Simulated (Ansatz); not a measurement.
Start from `OB(F)CF` and change one atom or group to get `CSB(O)F`.

Ansatz, PBE0-D4/def2-TZVP geometries, multiplicity 1. Each molecule was computed in one conformer, which needn't be the lowest.

| property | `OB(F)CF` |
| --- | --- |
| LUMO energy (ωB97M-V/def2-TZVPP) / eV | 1.91 |
| HOMO–LUMO gap (B3LYP/def2-TZVPP) / eV | 9.44 |
| HOMO–LUMO gap (PBE/def2-TZVPP) / eV | 7.23 |
| size of the dipole moment (PBE/def2-TZVPP) / D | 1.21 |
| HOMO energy (PBE/def2-TZVPP) / eV | -7.65 |
| HOMO energy (ωB97M-V/def2-TZVPP) / eV | -11.77 |

(1) Give the same properties after the change, and the shifts. (An estimate is asked.)

Answers

(1) Ansatz gave: 
```json
{"property": "LUMO energy (ωB97M-V/def2-TZVPP) / eV", "`CSB(O)F`": "1.94", "shift": "0.03"}
{"property": "HOMO–LUMO gap (B3LYP/def2-TZVPP) / eV", "`CSB(O)F`": "7.18", "shift": "-2.26"}
{"property": "HOMO–LUMO gap (PBE/def2-TZVPP) / eV", "`CSB(O)F`": "5.65", "shift": "-1.58"}
{"property": "size of the dipole moment (PBE/def2-TZVPP) / D", "`CSB(O)F`": "2.00", "shift": "0.79"}
{"property": "HOMO energy (PBE/def2-TZVPP) / eV", "`CSB(O)F`": "-6.01", "shift": "1.64"}
{"property": "HOMO energy (ωB97M-V/def2-TZVPP) / eV", "`CSB(O)F`": "-9.43", "shift": "2.34"}
```

With PBE0 the HOMO rises by 2.12 eV and the LUMO falls by 0.12 eV, so the gap narrows by about 2.24 eV. PBE moves the HOMO by 1.64 eV and ωB97M-V by 2.34 eV. The zero-point energy changes by 23.3 kJ/mol with +3 modes. Dipoles are sizes alone; their direction can turn.

B3LYP here is the variant with VWN-RPA as its local correlation; programs differ in this.
